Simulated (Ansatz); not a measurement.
CH2N2, SMILES `N#CN` (charge 0, multiplicity 1).

Method: CAM-B3LYP/cc-pVTZ // B3LYP-D3(BJ)/def2-TZVP (Ansatz, an electronic-structure program).

Ansatz 0.2 input:
```yaml
crystal:
  periodic: [false, false, false]
  atoms:
    - { symbol: N, position_ang: [1.879047, 0.097226, 0.597578] }
    - { symbol: C, position_ang: [0.753316, 0.019822, 0.352098] }
    - { symbol: N, position_ang: [-0.537232, -0.0903, 0.012284] }
    - { symbol: H, position_ang: [-1.056307, -0.807143, 0.497599] }
    - { symbol: H, position_ang: [-1.038818, 0.780396, -0.083302] }
basis:
  gaussian: { orbitals: cc-pVTZ }
hamiltonian:
  xc: cam_b3lyp
```

Output:

```
Functional definition: CAM-B3LYP
634 factors; their error is unknown
153 factors; integrals over basis functions are off by at most 1.5e-5 eV
mean field evaluation 1: about -4043.1954 eV, gradient 5.3e1 eV
mean field evaluation 2: about -4040.5334 eV, gradient 6.4e1 eV
mean field evaluation 4: about -4048.3480 eV, gradient 2.7e0 eV
mean field evaluation 8: about -4048.3623 eV, gradient 2.7e-2 eV
mean field evaluation 16: about -4048.3595 eV, gradient 4.9e-5 eV
mean field -4048.35949551 eV, -148.7744673834 hartree, gradient 4.9e-5 eV, S^2 0.000000; 0 other end points of the search recorded, 0 dependent functions left out
reference -4048.35958490 eV, -148.7744706685 hartree; 11, 11 occupied and 107, 107 virtual orbitals, 634 factors
Total energy: -4048.35958490 eV, -148.7744706685 hartree
```
